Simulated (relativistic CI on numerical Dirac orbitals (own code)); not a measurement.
One change at a time: Ca X

Base calculation: Dirac-Coulomb-Breit CI, KLI orbitals optimised for each configuration, QED by a radiative potential, unscaled Slater integrals.

CI space (outside the closed core [Ne]): 3s, 3p, 3d, 4s, 4p, 4d, 4f, 5s, 5p, 5d, 5f, 5g, 6s, 6p, 6d, 7s, 7p. Levels of other configurations are missing.

Variants: (1) valence Slater integrals scaled by 0.9; (2) QED terms removed; (3) Breit term removed. Shifts of the energy above 3s 2S_1/2, in cm⁻¹, for the lowest level and the first level of each name with at least 55 % of one term (blank where a level changes its place among those of its configuration and J or its character, or is not in the variant):

```csv
Level,Base,Δ(1),Δ(2),Δ(3)
3s 2S_1/2,0,0,0,0
3p 2P°_1/2,174434,0,+227,-155
3p 2P°_3/2,179461,0,+214,+39
3d 2D_3/2,417579,0,+217,+220
3d 2D_5/2,417939,0,+214,+311
4s 2S_1/2,829909,0,+127,+206
4p 2P°_1/2,896575,0,+214,+137
4p 2P°_3/2,898465,0,+209,+216
4d 2D_3/2,984474,0,+210,+276
4d 2D_5/2,984647,0,+209,+317
4f 2F°_5/2,1012049,0,+205,+321
4f 2F°_7/2,1012120,0,+205,+323
5s 2S_1/2,1170757,0,+168,+267
5p 2P°_1/2,1203002,0,+209,+231
5p 2P°_3/2,1203919,0,+206,+270
5d 2D_3/2,1245039,0,+207,+298
5d 2D_5/2,1245135,0,+207,+318
5f 2F°_5/2,1259282,0,+205,+321
5f 2F°_7/2,1259318,0,+205,+322
5g 2G_7/2,1260116,0,+204,+320
5g 2G_9/2,1260140,0,+204,+320
6s 2S_1/2,1344056,0,+185,+292
```

At this charge energies of transitions that change n are usually good to better than 1 %, and those within a shell (Δn = 0) to a few per cent.

Ionisation energy from the two ground configurations alone: base 210.663 eV. The NIST ASD value (semi-empirical) is 211.275 eV.
